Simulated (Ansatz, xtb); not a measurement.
A geometry optimisation of CH2FGe− with r2SCAN-D4/def2-SVPD

The starting geometry of this gas-phase singlet has its atoms placed at random.

```xyz
5

C    -1.1943    1.0186   -0.7001
F    -0.6162   -0.5845    0.5929
Ge   -0.5652   -1.2519   -1.1029
H    -0.3576   -1.3455    0.3820
H     0.7092   -0.4502   -0.8520
```

Q: Guess where an optimisation with r2SCAN-D4/def2-SVPD ends from this start.

A: It loosens into CHGe + FH, which stay close as a complex (formulas without charges). Distances that change by over a tenth: F2–H4 (0.83 → 1.00 Å). Contacts that open: F2–Ge3 (1.82 → 3.49 Å), Ge3–H4 (1.50 → 2.57 Å), Ge3–H5 (1.53 → 2.81 Å). Contacts that close: C1–Ge3 (2.39 → 1.72 Å), C1–H5 (2.41 → 1.09 Å).

The energy falls by 10.66 eV over 28 steps:

| step | E − E(last) (eV) |
| --- | --- |
| 1 | 10.665 |
| 4 | 4.274 |
| 7 | 3.088 |
| 10 | 2.011 |
| 13 | 1.133 |
| 16 | 0.604 |
| 19 | 0.151 |
| 22 | 0.082 |
| 25 | 0.001 |
| 28 | 0.000 |

Final geometry (Å):

```xyz
5

C    -0.1411   -0.1606   -1.0702
F    -0.6440   -1.0251    1.4906
Ge   -1.2770   -1.1184   -1.9421
H    -0.5857   -0.8225    0.5134
H     0.6236    0.5130   -0.6718
```

From the same start GFN2-xTB ends elsewhere, differing in F2–Ge3 (2.09 against 3.49 Å here), F2–H4 (2.72 against 1.00 Å here), Ge3–H4 (1.63 against 2.57 Å here).

From so rough a start the end depends on the optimiser's path, so another program may land elsewhere. The end wasn't checked by frequencies. Run with Ansatz 0.2.0, 59 s on 2 threads of Intel(R) Xeon(R) Platinum 8375C CPU @ 2.90GHz (Ice Lake), on a shared host.
